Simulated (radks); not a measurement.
The numbers below are computed, except where a source is named.
Problem. Zn5+, configuration [Ar] 3d7 (the NIST ground configuration). Level of theory: scalar-relativistic Kohn-Sham, SCAN, spin-polarised, spherical densities, finite nucleus; open shells are filled with parallel spins first; meta-GGA in the generalised Kohn-Sham scheme; Fermi nuclear charge, rms radius 3.9283 fm (a radial shooting solver on a logarithmic mesh with Libxc functionals). Some entries of the table are withheld. Estimate them.

orbital,occ.,eigenvalue (eV),r(max) (bohr),<1/r> (bohr^-1)
1s up,1,-9650.169,0.03292,30.22
1s down,1,-9650.152,0.03292,30.22
2s up,1,-1268.618,0.1891,6.598
2s down,1,-1265.319,0.1889,6.611
2p up,3,-1110.264,(1),6.458
2p down,3,-1107.817,(2),6.468
3s up,1,-227.8580,0.5825,2.144
3s down,1,-222.3768,0.5837,2.129
3p up,3,-179.4625,(3),2.007
3p down,3,-173.9758,(4),1.990
3d up,5,-101.1300,0.5400,1.737
3d down,2,-95.4875,0.5455,1.712

Solution. 
(1) 2p up r(max) (bohr): 0.1523
(2) 2p down r(max) (bohr): 0.1521
(3) 3p up r(max) (bohr): 0.5844
(4) 3p down r(max) (bohr): 0.5862
